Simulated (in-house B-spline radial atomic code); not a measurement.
A run on neutral niobium (an excited or competing configuration) that did not converge. Method: scalar-relativistic (X2C) SCAN, spin-polarised, spherical fractional occupations, Fermi nucleus of rms radius 4.324 fm; computed with an all-electron radial atomic-structure program (B-spline basis). In the input, 2p2,3 would mean two up and three down electrons.

Command:
```bash
python run_scf.py task.json out
```
Settings (nuclear radius in fm, mass in u):
```
Z                41
configuration    1s2 2s2 2p6 3s2 3p6 3d10 4s2 4p3,2 4d3,1 5s1,0 6s1,0
hamiltonian      x2c
method           scan,scan
spin_polarised   True
nucleus          fermi
rms_radius       4.324
atomic_mass      92.90637
speed_of_light   137.035999084
```

First and last ten iterations of the last attempt (damped for 15 steps, keeping 80 % of the old Fock matrix, then DIIS):
```
 iter        energy (Eh)    residual
    1       -3818.230945    1.45e-01
    2       -3818.021793    8.85e-02
    3       -3818.046797    8.35e-02
    4       -3818.237933    6.84e-03
    5       -3818.238090    5.62e-03
    6       -3818.238185    4.60e-03
    7       -3818.238243    3.76e-03
    8       -3818.238280    3.06e-03
    9       -3818.238303    2.50e-03
   10       -3818.238318    2.03e-03
  111       -3770.958726    3.42e-01
  112       -3770.943045    3.42e-01
  113       -3770.943959    3.43e-01
  114       -3770.940165    3.43e-01
  115       -3770.921761    3.43e-01
  116       -3817.590663    2.79e-02
  117       -3818.217311    2.42e-02
  118       -3818.202325    2.22e-02
  119       -3818.209169    1.92e-02
  120       -3818.226640    1.17e-02
 not converged after 120 iterations
```

The smallest residual met was 8.0e-05; the threshold is about 4e-07. No energy from this run should be used. Cost of the run: 5.4 s on 1 thread of Arm Neoverse N1, on a shared host.
